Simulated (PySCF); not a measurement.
FZn, charge +1, singlet, at a GFN2-xTB geometry (such geometries of metal compounds can be far from the true shape); SCAN/def2-SV(P) run with PySCF.

The PySCF input:
```python
from pyscf import gto, scf, dft

mol = gto.Mole()
mol.atom = '''
    Zn   -0.000000   -0.000000   -0.400442
    F     0.000000    0.000000    1.334808
'''
mol.basis = 'def2-sv(p)'
mol.charge = 1
mol.spin = 0
mol.verbose = 4
mol.build()

mf = dft.RKS(mol)
mf.xc = 'scan'
mf.grids.level = 4
mf.kernel()
```

The log (banner, timings and long lists left out):

```
PySCF version 2.14.0

[INPUT] verbose = 4
[INPUT] num. atoms = 2
[INPUT] num. electrons = 38
[INPUT] charge = 1
[INPUT] spin (= nelec alpha-beta = 2S) = 0
[INPUT] symmetry False subgroup None
[INPUT] Mole.unit = angstrom
[INPUT] Symbol           X                Y                Z      unit          X                Y                Z       unit  Magmom
[INPUT]  1 Zn     0.000000000000   0.000000000000  -0.400442000000 AA    0.000000000000   0.000000000000  -0.756725708773 Bohr   0.0
[INPUT]  2 F      0.000000000000   0.000000000000   1.334808000000 AA    0.000000000000   0.000000000000   2.522421548878 Bohr   0.0

nuclear repulsion = 82.3384797282236
number of shells = 16
number of NR pGTOs = 90
number of NR cGTOs = 38
basis = def2-sv(p)
ecp = {}

******** <class 'pyscf.dft.rks.RKS'> ********
method = RKS
initial guess = minao
damping factor = 0
level_shift factor = 0
DIIS = <class 'pyscf.scf.diis.CDIIS'>
diis_start_cycle = 1
diis_space = 8
diis_damp = 0
SCF conv_tol = 1e-09
SCF conv_tol_grad = None
SCF max_cycles = 50
direct_scf = True
direct_scf_tol = 1e-13
XC library pyscf.dft.libxc version 7.1.2
    S. Lehtola, C. Steigemann, M. J. T. Oliveira, and M. A. L. Marques,  SoftwareX 7, 1–5 (2018)
XC functionals = scan
    J. Sun, A. Ruzsinszky, and J. P. Perdew,  Phys. Rev. Lett. 115, 036402 (2015)
    J. Sun, A. Ruzsinszky, and J. P. Perdew,  Phys. Rev. Lett. 115, 036402 (2015)
radial grids:
    Treutler-Ahlrichs [JCP 102, 346 (1995); DOI:10.1063/1.469408] (M4) radial grids

becke partition: Becke, JCP 88, 2547 (1988); DOI:10.1063/1.454033
pruning grids: <function nwchem_prune>
grids dens level: 4
symmetrized grids: False
atomic radii adjust function: <function treutler_atomic_radii_adjust>
small_rho_cutoff = 0
Set gradient conv threshold to 3.16228e-05
Initial guess from minao.
tot grids = 59216
init E= -1878.63053354852
  HOMO = -0.332631808631903  LUMO = -0.178093704534311  gap/eV = 4.20520
cycle= 1 E= -1878.51468780986  delta_E= 0.116  |g|= 0.847  |ddm|= 1.97
  HOMO = -0.342278416097138  LUMO = -0.338048295788425  gap/eV = 0.11511
cycle= 2 E= -1873.7887631167  delta_E= 4.73  |g|= 4.43  |ddm|= 4.13
  HOMO = -0.554252506075761  LUMO = -0.448137700839308  gap/eV = 2.88753
cycle= 3 E= -1878.6365312127  delta_E= -4.85  |g|= 0.456  |ddm|= 3.49
  HOMO = -0.522753603777962  LUMO = -0.446978342978654  gap/eV = 2.06195
cycle= 4 E= -1878.64083437783  delta_E= -0.0043  |g|= 0.334  |ddm|= 0.316
  HOMO = -0.546413214669257  LUMO = -0.454791422372472  gap/eV = 2.49316
cycle= 5 E= -1878.66158854394  delta_E= -0.0208  |g|= 0.0879  |ddm|= 0.249
  HOMO = -0.55810398081198  LUMO = -0.453518319975227  gap/eV = 2.84592
cycle= 6 E= -1878.66332582476  delta_E= -0.00174  |g|= 0.0164  |ddm|= 0.138
  HOMO = -0.555799176983966  LUMO = -0.453620864844555  gap/eV = 2.78041
cycle= 7 E= -1878.66339965048  delta_E= -7.38e-05  |g|= 0.000767  |ddm|= 0.027
  HOMO = -0.555850220414667  LUMO = -0.453605365876357  gap/eV = 2.78222
cycle= 8 E= -1878.66339979191  delta_E= -1.41e-07  |g|= 8.58e-05  |ddm|= 0.000938
  HOMO = -0.555862674795977  LUMO = -0.453605041161059  gap/eV = 2.78257
cycle= 9 E= -1878.66339979352  delta_E= -1.61e-09  |g|= 1.57e-05  |ddm|= 0.00012
  HOMO = -0.555860309449315  LUMO = -0.453604571964465  gap/eV = 2.78252
cycle= 10 E= -1878.66339979358  delta_E= -5.91e-11  |g|= 9e-07  |ddm|= 2.26e-05
  HOMO = -0.555860753548984  LUMO = -0.453604606200847  gap/eV = 2.78253
Extra cycle  E= -1878.66339979358  delta_E= 3.18e-12  |g|= 3.01e-06  |ddm|= 4.45e-06
converged SCF energy = -1878.66339979358
```
